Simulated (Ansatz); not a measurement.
`[OH][InH][Cl]` + CH₃OH → `C[O][InH][Cl]` + H₂O at 700 K and 1 bar (ligand exchange at the In–O bond).

Isolated molecules relaxed with PBE0-D4/def2-TZVP in Ansatz; ΔE leaves out vibrations. CBS: MP2 limit from def2 TZ/QZ plus the TZ coupled-cluster correction, frozen cores. This one scheme is used for every species. Elements past krypton have def2 core potentials. For In outer-core shells are correlated without core-valence functions, which leaves a few kJ/mol of doubt a bond. Each species was taken in one conformer, which may not be the lowest.

```tsv
species	CCSD(T)/CBS energy (Eh)	H − E (kJ/mol)	S (J/(mol·K))
`[OH][InH][Cl]`	-726.02900	102.6	384.1
CH₃OH	-115.61712	170.8	288.5
`C[O][InH][Cl]`	-765.26650	192.8	452.0
H₂O	-76.37941	80.5	218.4
```

H − E and S are ideal-gas, rigid-rotor, harmonic terms from PBE0-D4/def2-TZVP, for one conformer and one mirror image of each species. 1 Eh = 2625.50 kJ/mol, R = 8.31446 J/(mol·K).

Task: By hand: ΔE, ΔH, ΔS and ΔG.

Result: ΔE = (-765.26650) + (-76.37941) − (-726.02900) − (-115.61712) = 0.00021 Eh = 0.6 kJ/mol. Δ(H − E) = 192.8 + 80.5 − 102.6 − 170.8 = -0.1, so ΔH = 0.5 kJ/mol. ΔS = 452.0 + 218.4 − 384.1 − 288.5 = -2.2 J/(mol·K). ΔG = 0.5 − 700 × (-2.2)/1000 = 2.0 kJ/mol.

Task: By hand: the equilibrium constant, and the temperature at which ΔG would vanish if ΔH and ΔS stayed fixed.

Result: log₁₀ K = −ΔG/(RT ln 10) = -0.1. ΔH and −TΔS have one sign here, so there is no such temperature.

TΔS isn't small against ΔH here. The sign of ΔG lies within the doubt. A doubt of 5 kJ/mol in ΔE shifts log₁₀ K by 0.4 here. Other conformers and mirror images would add mixing entropy, several J/(mol·K) or more a flexible species. These are equilibria of isolated gas molecules and say nothing of rates. Largest T1 diagnostic: 0.016 (customary marks: 0.02 for closed shells, 0.045 for open ones).

ΔS is within the doubt of such terms, so its sign, and with it that verdict, could turn.
